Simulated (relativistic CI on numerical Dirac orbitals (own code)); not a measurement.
Method of calculation: Dirac-Coulomb-Breit CI, KLI orbitals optimised for each configuration, model QED (radiative potential, 1s self-energy scaled to tabulated hydrogen-like ionisation energies), unscaled Slater integrals (own radial code, finite nucleus).

The strongest absorption lines from the ground level of an ion, among the configurations computed and to levels below about 276 eV (vacuum wavelength in Å, gf): 45.711 (0.043), 46.118 (0.44), 46.501 (1.7), 46.574 (1.6), 46.667 (0.1), 47.478 (0.034), 53.904 (0.017), 59.853 (0.27).

(1) Which ion is it?
A. Tl XLII
B. Pt XLI
C. Pt XXXIX
D. Hf XXXIII

Answers

(1) C. Pt XXXIX has 40 electrons and the ground level 4s²4p⁶4d⁴ ³P0; the strongest line goes to 4s²4p⁵4d⁵ ³D°1. The pattern of lines fixes the number of electrons, and along that sequence the line energies rise steadily with the charge (about as its square where n changes within one kind of shell, about linearly where n is kept but much faster in heavy ions where fine structure, which grows about as Z⁴, sets the gap, and irregularly where shells cross), which fixes Z. Configurations outside the model, such as inner-shell arrays, can give stronger lines. At this charge energies of transitions that change n are usually good to better than 1 %, and those within a shell (Δn = 0) to a few per cent. Terms inside the open d or f shell come out 10 to 20 % too wide with unscaled integrals.

LS names give the leading component of a level, which can be under half, so a name can repeat, a term be missing and a line seem to break the LS rules.
